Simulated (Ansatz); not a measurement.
Input (CCSDT(Q)/aug-cc-pV(D+d)Z; Ansatz, a quantum-chemistry and plane-wave program): A basis named .json is the Basis Set Exchange file of that set.

Ansatz 0.2 input:
```yaml
crystal:
  periodic: [false, false, false]
  atoms:
    - {symbol: F, position_ang: [-1.11635281, -0.58424810, 0.02514002]}
    - {symbol: S, position_ang: [0.00367170, 0.66425688, -0.02689781]}
    - {symbol: F, position_ang: [1.10982535, -0.59665303, 0.02267831]}
basis:
  gaussian:
    orbitals: aug-cc-pV_D+d_Z.json
magnetization: {spin_polarized: true, initial_magnetization: 2}
correlation: {method: ccsdt_q, electrons: outside_noble_gas}
```

Output:

```
Functional definition: HF
integrals: 0.15 GiB planned
1347 factors; integrals over basis functions are off by at most 1.2e-7 eV
mean field: 0.36 GiB planned
mean field evaluation 1: about -16223.7835 eV, gradient 2.4e1 eV
mean field evaluation 2: about -16223.8094 eV, gradient 2.4e1 eV
mean field evaluation 4: about -16226.2586 eV, gradient 2.8e0 eV
mean field evaluation 8: about -16226.3451 eV, gradient 1.5e-1 eV
mean field evaluation 16: about -16225.3417 eV, gradient 1.6e1 eV
mean field evaluation 32: about -16224.0277 eV, gradient 3.9e-2 eV
mean field -16226.34558171 eV, -596.3072015157 hartree, gradient 1.5e-6 eV, S^2 2.035345; 1 other end points of the search recorded, 0 dependent functions left out
determinant -16226.34558171 eV, -596.3072015157 hartree, with singles and doubles -16241.63837479 eV, -596.8692012956 hartree
determinant -16224.02777883 eV, -596.2220238312 hartree, with singles and doubles -16239.47358003 eV, -596.7896465556 hartree
7 core orbitals not correlated
reference -16226.34558171 eV, -596.3072015157 hartree; 11, 9 occupied and 60, 62 virtual orbitals, 1347 factors
second order -14.93309623 eV of doubles, -0.00000000 eV of singles
coupled cluster: 5.20 GiB planned
cycle   1  -14.70338019 eV  change    2.3e-1 eV  update   1.4e-1
cycle   2  -15.39610978 eV  change   -6.9e-1 eV  update   8.8e-2
cycle   3  -15.88036330 eV  change   -4.8e-1 eV  update   3.5e-2
cycle   4  -15.90391127 eV  change   -2.4e-2 eV  update   1.6e-2
cycle   5  -15.85960601 eV  change    4.4e-2 eV  update   9.7e-3
cycle   6  -15.86383730 eV  change   -4.2e-3 eV  update   4.3e-3
cycle   7  -15.87367799 eV  change   -9.8e-3 eV  update   2.2e-3
cycle   8  -15.87459304 eV  change   -9.2e-4 eV  update   1.2e-3
cycle   9  -15.87333736 eV  change    1.3e-3 eV  update   5.2e-4
cycle  10  -15.87409606 eV  change   -7.6e-4 eV  update   2.7e-4
cycle  11  -15.87339212 eV  change    7.0e-4 eV  update   1.5e-4
cycle  12  -15.87332505 eV  change    6.7e-5 eV  update   7.9e-5
cycle  13  -15.87343219 eV  change   -1.1e-4 eV  update   3.9e-5
cycle  14  -15.87342092 eV  change    1.1e-5 eV  update   1.8e-5
cycle  15  -15.87340431 eV  change    1.7e-5 eV  update   1.0e-5
cycle  16  -15.87341386 eV  change   -9.6e-6 eV  update   6.4e-6
cycle  17  -15.87341728 eV  change   -3.4e-6 eV  update   2.9e-6
cycle  18  -15.87341551 eV  change    1.8e-6 eV  update   1.6e-6
coupled cluster: 5.20 GiB planned
perturbative correction -0.04531926 eV, -0.0016654521 hartree
Total energy: -16242.26431648 eV, -596.8922042286 hartree
```

The determinant is spin-contaminated: <S^2> is 2.04, 0.04 over the pure value.

This triplet is an excited state, 2.2 eV above the singlet at CCSD(T)/cc-pV(5+d)Z (Ansatz).
